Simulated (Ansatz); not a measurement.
Reaction (formal exchange of groups at a B–S bond): `CSB(C)Br` + `CF` → `CB(Br)CF` + CH₃SH

Isolated molecules relaxed with PBE0-D4/def2-TZVP in Ansatz; ΔE leaves out vibrations. CBS: MP2 limit from def2 TZ/QZ plus the TZ coupled-cluster correction, frozen cores. This one scheme is used for every species. DFT in def2-TZVPP. B3LYP here is the variant with VWN-RPA as its local correlation; programs differ in this. For Br outer-core shells are correlated without core-valence functions, which leaves a few kJ/mol of doubt a bond. Scalar relativity is left out up to krypton. Each species was taken in one conformer, which may not be the lowest.

Problem. Is it downhill or uphill in electronic energy at CCSD(T)/CBS, and by how much? (An estimate is asked.)

Solution. Ansatz gave: Uphill: ΔE = +0.93 eV.

Problem. What do these levels give: ωB97X-V, PBE, B3LYP, MP2/def2-TZVPP, MP2/CBS(def2), CCSD/CBS(def2)? (Estimate.)

Solution. Computed: ωB97X-V 0.86, PBE 0.89, B3LYP 0.83, MP2/def2-TZVPP 1.01, MP2/CBS(def2) 1.03, CCSD/CBS(def2) 0.88 eV.

Largest T1 diagnostic among the species: 0.011.

The D4 term adds +0.07 eV with B3LYP and +0.04 eV with PBE0; it sums over pairs of atoms, weighted by their polarisabilities, and B3LYP, whose exchange is more repulsive, gets the larger term. In def2-TZVPP, CCSD(T) changes the Hartree–Fock value by +0.16 eV (the triples alone add +0.05 eV) and MP2 by +0.25 eV.
